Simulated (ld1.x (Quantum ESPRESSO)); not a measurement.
# phosphorus, TM: configuration errors across variants

phosphorus, norm-conserving Troullier–Martins (Kleinman–Bylander form), made with ld1.x (Quantum ESPRESSO) 7.5 (LDA (PZ), scalar-relativistic). Core [Ne], reference 3s2 3p3. Waves: 3s (bound): rc 1.50 bohr; 3p (bound): rc 1.80 bohr; 3d channel at 0.35 Ry: rc 1.75 bohr. Local part: all-electron potential smoothed inside 1.35 bohr (lloc = -2). Core correction: Bessel-smoothed model core inside 1.45 bohr.

All-electron excitation energies from the reference (eV): (1) 3s2 3p2 9.821; (2) 3s2 3p1 29.070; (3) 3s2 3p0 58.965; (4) 3s1 3p3 18.893; (5) 3s2 3p3.3 -1.336; (6) 3s2 3p2.5 3.821; (7) 3s0 3p5 17.136; (8) 3s2 3p3 spin -1.510; (9) 3s2 3p2 spin 8.978.

Spin tests fill each open shell by Hund’s rule, majority spin first.

2 further variants failed, have other tests or another functional or relativity, and are left out.

Errors AE − PS in meV (a dash: test not solved or not reliable):

```csv
change,(1),(2),(3),(4),(5),(6),(7),(8),(9),bound ghosts
base,+3.8,+28,+100,+7.0,+0.2,+0.5,+0.3,+35,+26,none
wave 3d channel at 0.35 Ry: rc 1.75 bohr becomes 3d channel at 0.09 Ry: rc 1.75 bohr,+3.8,+28,+100,+7.0,+0.2,+0.5,+0.3,+35,+26,none
local potential the s channel,+3.2,+24,+84,+6.0,+0.2,+0.4,+0.1,+35,+26,none
"all radii but the core radius scaled by about 0.86 (s 1.30, p 1.56, d 1.50 bohr); local potential all-electron potential smoothed inside 1.16 bohr (lloc = -2)",+4.3,+31,+109,+7.8,+0.2,+0.7,-0.4,+34,+26,none
```

Q: Give the same row for: local potential all-electron potential smoothed inside 1.62 bohr (lloc = -2).

A: +3.3, +26, +92, +6.0, +0.2, +0.4, -0.1, +35, +26; bound ghosts: none.
